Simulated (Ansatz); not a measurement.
A made-up structure of LiBNH₃S, closed shell:

Li1  (1.817, -1.426, -2.152)
B2  (-0.268, -0.019, 0.113)
N3  (0.995, 0.177, 0.708)
S4  (-0.102, -0.173, -1.731)
H5  (1.869, 0.226, 0.202)
H6  (1.111, 0.282, 1.698)
H7  (-1.387, -0.347, -2.056)
(Å)

It is relaxed with PBE-D4/def2-SVP and then PBE0-D4/def2-TZVP (Ansatz 0.2.0). Atoms count as bonded within 1.22 times the sum of their covalent radii (H–H: 0.88 Å). The end point is not checked to be a true minimum.

Task: Does its bonding change? (A judgement: the text doesn't fix the answer.)

Result: The calculation gives: Yes. Formed: Li1–B2; broken: none.

Where it ends: The first stage lowers the energy by 0.97 eV in 14 steps. It ends as LiBNH₃S ([NH2][B]1[Li][SH]1):
Li1  (0.563, -2.229, -1.674)
B2  (0.821, -0.733, -0.277)
N3  (1.101, 0.290, 0.615)
S4  (0.212, 0.090, -2.065)
H5  (0.996, 1.275, 0.417)
H6  (1.434, 0.088, 1.543)
H7  (-1.092, -0.062, -1.777)
(Å)

Labels in which every atom is bracketed show which atoms are joined, not bond orders.

For scale, one of the runs: PBE0-D4/def2-TZVP relaxation, 131 basis functions, launched by `ansatz run in.yaml --threads 2 --pin off --events-out ev --progress --plain --max-ram 4352MiB`. Hardware: 2 CPU threads of an Arm Neoverse V2, shared host. Wall time about 81 s.
